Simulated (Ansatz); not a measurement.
`N[Si](N)([AlH2])[SiH3]` + SiH₄ → `N[Si](N)([SiH3])[SiH3]` + `[AlH3]`  (formal exchange of groups at the Si–Al bond)

Computed with Ansatz on PBE0-D4/def2-TZVP structures; ΔE is electronic, products minus reactants. CCSD(T)/CBS adds triple-zeta CCSD(T) − MP2 to the extrapolated MP2 energy (def2 sets, frozen cores). This one scheme is used for every species. DFT in def2-TZVPP. B3LYP here is the variant with VWN-RPA as its local correlation; programs differ in this. One conformer a species, not always the lowest.

`N[Si](N)([AlH2])[SiH3]`:

```xyz
14

N    -1.739    0.908   -0.080
Si   -0.287   -0.018   -0.255
N    -0.048   -0.260   -1.946
Al   -0.195   -2.270    0.768
Si    1.354    1.334    0.774
H    -2.620    0.533   -0.397
H    -1.865    1.500    0.725
H     0.396   -1.095   -2.289
H     0.073    0.517   -2.577
H     0.319   -3.544   -0.046
H    -0.625   -2.496    2.286
H     1.679    2.545   -0.035
H     2.616    0.553    0.939
H     0.940    1.792    2.133
```

SiH₄:

Z-matrix (Å, degrees):
```
Si
H 1 1.485
H 1 1.485 2 109.5
H 1 1.485 2 109.5 3 -120.0
H 1 1.485 2 109.5 3 120.0
```

`N[Si](N)([SiH3])[SiH3]`:

Cartesian coordinates in Å:
```
N 1.345 -1.121 0.946
Si 0.008 -0.223 0.340
N -1.292 -0.450 1.445
Si 0.306 2.111 0.219
Si -0.342 -1.046 -1.840
H 2.063 -1.453 0.323
H 1.714 -0.923 1.863
H -2.022 0.240 1.524
H -1.637 -1.377 1.639
H 0.877 2.653 1.486
H -0.977 2.824 -0.044
H 1.247 2.446 -0.887
H 0.918 -1.060 -2.639
H -0.882 -2.436 -1.818
H -1.325 -0.185 -2.558
```

`[AlH3]`:

Z-matrix (Å, degrees):
```
Al
H 1 1.586
H 1 1.586 2 120.0
H 1 1.586 2 120.0 3 -179.9
```

| level | ΔE (kJ/mol) |
| --- | --- |
| ωB97X-V | -7.5 |
| PBE0 | -3.0 |
| B3LYP | -2.5 |
| CCSD/def2-TZVPP | -4.6 |
| CCSD(T)/def2-TZVPP | -4.4 |
| SCS-MP2/def2-QZVPP | -5.5 |
| HF/CBS(def2) | -4.7 |
| CCSD/CBS(def2) | -5.2 |

Q: What does CCSD(T)/CBS give? (Best estimate.)

A: Computed: -5.1 kJ/mol. The listed levels differ from it by -2.4, 2.1, 2.6, 0.5, 0.7, -0.4, 0.4, -0.1 kJ/mol.

Largest T1 diagnostic among the species: 0.013.

The D4 term adds −4.1 kJ/mol with B3LYP and −2.4 kJ/mol with PBE0; it sums over pairs of atoms, weighted by their polarisabilities, and B3LYP, whose exchange is more repulsive, gets the larger term.
